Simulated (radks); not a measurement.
Q: Sm27+, 35 electrons, occupied as [Ar] 3d10 4s2 4p5. Calculated with a radial shooting solver on a logarithmic mesh with Libxc functionals: non-relativistic Kohn-Sham, PBE, spin-polarised, spherical densities, point nucleus; open shells are filled with parallel spins first (spin-orbit coupling, left out, can overturn this in heavy ions); relativity is left out, which matters for an element this heavy. Some entries of the table are withheld. Estimate them.

orbital  occ.  eigenvalue (hartree)  <1/r> (bohr^-1)  <r^2> (bohr^2)
1s up       1             -1652.264            61.46       0.0008009
1s down     1             -1652.241            61.46       0.0008009
2s up       1             -289.1173            14.27         0.01275
2s down     1             -289.1048            14.27         0.01275
2p up       3             -276.3382            14.29        0.009498
2p down     3             -276.3173            14.29        0.009498
3s up       1             -87.72895            5.418         0.08148
3s down     1             -87.70790            5.418         0.08145
3p up       3             -82.14329            5.357         0.07623
3p down     3             -82.11892            5.357         0.07619
3d up       5             -71.85955              (1)         0.06071
3d down     5             -71.83636              (2)         0.06068
4s up       1             -38.85724            2.580          0.3387
4s down     1             -38.74464            2.579          0.3390
4p up       3                   (3)            2.522          0.3427
4p down     2                   (4)            2.522          0.3430

A: 
(1) 3d up <1/r> (bohr^-1): 5.253
(2) 3d down <1/r> (bohr^-1): 5.254
(3) 4p up eigenvalue (hartree): -36.55628
(4) 4p down eigenvalue (hartree): -36.44505
